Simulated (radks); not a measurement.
The numbers below are computed, except where a source is named.
Question: Species: Eu3+. Configuration: [Xe] 4f6. Code: a radial shooting solver on a logarithmic mesh with Libxc functionals. Model: Dirac Kohn-Sham, PBE, spin-unpolarised, spherical densities, finite nucleus; open shells are shared between the two j in proportion to 2j + 1; Fermi nuclear charge, rms radius 5.1115 fm. Some entries of the table are withheld. Estimate them.

| orbital | occ. | eigenvalue (hartree) | <r> (bohr) | r(max) (bohr) |
|---|---|---|---|---|
| 1s1/2 | 2 | -1776.627 | 0.02232 | 0.01420 |
| 2s1/2 | 2 | -292.5851 | (1) | 0.08072 |
| 2p1/2 | 2 | -277.6488 | 0.07907 | (2) |
| 2p3/2 | 4 | -253.8362 | 0.08580 | (3) |
| 3s1/2 | 2 | -65.31684 | 0.2492 | (4) |
| 3p1/2 | 2 | -58.86286 | (5) | (6) |
| 3p3/2 | 4 | -54.00922 | (7) | (8) |
| 3d3/2 | 4 | -42.83527 | 0.2236 | 0.1818 |
| 3d5/2 | 6 | -41.77942 | 0.2276 | 0.1852 |
| 4s1/2 | 2 | -13.90414 | 0.5653 | 0.5275 |
| 4p1/2 | 2 | -11.40850 | 0.5782 | 0.5325 |
| 4p3/2 | 4 | -10.33328 | 0.6072 | 0.5583 |
| 4d3/2 | 4 | -6.22148 | 0.6455 | 0.5677 |
| 4d5/2 | 6 | -6.02774 | 0.6558 | 0.5761 |
| 5s1/2 | 2 | -2.67443 | 1.350 | 1.221 |
| 5p1/2 | 2 | -1.97940 | 1.499 | 1.326 |
| 5p3/2 | 4 | -1.82461 | 1.581 | 1.398 |
| 4f5/2 | 2.57143 | (9) | 0.8718 | 0.5827 |
| 4f7/2 | 3.42857 | (10) | 0.8824 | 0.5874 |

Answer: 
(1) 2s1/2 <r> (bohr): 0.09460
(2) 2p1/2 r(max) (bohr): 0.06107
(3) 2p3/2 r(max) (bohr): 0.06680
(4) 3s1/2 r(max) (bohr): 0.2291
(5) 3p1/2 <r> (bohr): 0.2388
(6) 3p1/2 r(max) (bohr): 0.2162
(7) 3p3/2 <r> (bohr): 0.2517
(8) 3p3/2 r(max) (bohr): 0.2284
(9) 4f5/2 eigenvalue (hartree): -1.22914
(10) 4f7/2 eigenvalue (hartree): -1.20417
